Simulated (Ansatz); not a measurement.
An input meant for (BeTe)2 ring (Be₂Te₂) (charge 0, singlet; with a point charge).

```yaml
crystal:
  periodic: [false, false, false]
  atoms:
    - {symbol: Be, position_ang: [-0.031272, -0.966733, 0.384854]}
    - {symbol: Te, position_ang: [-1.480607, 0.544227, 1.246732]}
    - {symbol: Be, position_ang: [0.031275, 0.966737, -0.384862]}
    - {symbol: Te, position_ang: [1.480613, -0.544221, -1.246734]}
basis:
  gaussian: {orbitals: STO-3G, point_charges: [{charge: 0.50, position_ang: [4.962, -0.239, 0.757]}]}
hamiltonian: {xc: {name: PBE1PBE}}
scf: {omitted_lower_state_checks: [starts]}
output: {forces: true}
```

```sh
$ ansatz run in.yaml --threads 4 --pin off --events-out ev --progress --plain --max-ram 3916MiB
```

Output, abridged:

```
Error: YAML parse error: error: line 10 column 19: hamiltonian.xc: no functional is named "PBE1PBE"; the names, which are not case-sensitive, are SVWN5, SPW92, PBE, PBE0, PBEsol, revPBE, revPBE0, RPBE, rPW86-PBE, HSE06, wPBEh, LC-wPBE, HISS, HF, BLYP, B3LYP, B3LYP5, BHLYP, CAM-B3LYP, r2SCAN, r2SCANh, r2SCAN0, r2SCAN50, m-r2SCAN, B97, wB97, wB97X, wB97X-V, B97M-V, wB97M-V, B2PLYP, B2GP-PLYP, PBE0-DH, PBE-QIDH
 8 | basis:
 9 |   gaussian: {orbitals: STO-3G, point_charges: [{charge: 0.50, position_ang: [4.962,…
10 | hamiltonian: {xc: {name: PBE1PBE}}
11 | scf: {omitted_lower_state_checks: [starts]}
12 | output: {forces: true}
```

In this input the method's name isn't one that the program takes here. The input was rejected before any iteration.
